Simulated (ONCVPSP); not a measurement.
**vanadium (V), ONCV: configuration errors across variants**

* Element: V (Z = 23)
* Generator: ONCVPSP 4.0.1
* Type: optimised norm-conserving Vanderbilt (ONCV)
* Functional: PBE
* Relativity: scalar-relativistic
* Frozen core: [Ne]
* Valence charge: 13
* Reference configuration: 3s2 3p6 3d3 4s1.75 4p0.25
* Partial waves: 3s+4s: rc 1.85 bohr, ncon 5, nbas 9, qcut 5.4 1/bohr, 2 projectors; 3p+4p: rc 2.10 bohr, ncon 4, nbas 7, qcut 7 1/bohr, 2 projectors; 3d: rc 1.75 bohr, ncon 4, nbas 8, qcut 10.2 1/bohr, 2 projectors, debl 0.6 Ha
* Local potential: polynomial inside 1.70 bohr (lpopt 5, dvloc0 3 Ha)
* Core correction: Teter function, fcfact 3.25, rcfact 1.15

All-electron excitation energies from the reference (eV): (1) 3s2 3p6 3d3 4s2 4p0 -0.820; (2) 3s2 3p6 3d3 4s1 4p0 6.915; (3) 3s2 3p6 3d3 4s0 4p0 21.211.

2 further variants failed, have other tests or another functional or relativity, and are left out.

Errors AE − PS in meV (a dash: test not solved or not reliable):

```csv
change,(1),(2),(3),bound ghosts,GHOST(+) flags above zero
base,0.0,-0.5,-3.7,none,none
"local potential polynomial inside 1.15 bohr (lpopt 3, dvloc0 0 Ha)",0.0,-0.5,-3.6,none,none
"local potential polynomial inside 1.70 bohr (lpopt 5, dvloc0 -1.5 Ha)",0.0,-0.5,-3.6,none,none
"all radii but the core radius scaled by about 1.18 (s 2.18, p 2.48, d 2.06 bohr); local potential polynomial inside 2.02 bohr (lpopt 5, dvloc0 3 Ha)",0.0,-1.1,-12,none,none
p: rc 2.22,0.0,-0.7,-5.7,none,none
s: rc 2.66,+0.1,-0.5,-4.4,none,none
```

Q: Give the same row for: d: qcut 7.3.

A: +0.1, -0.3, -3.0; bound ghosts: none; GHOST(+) flags above zero: none.
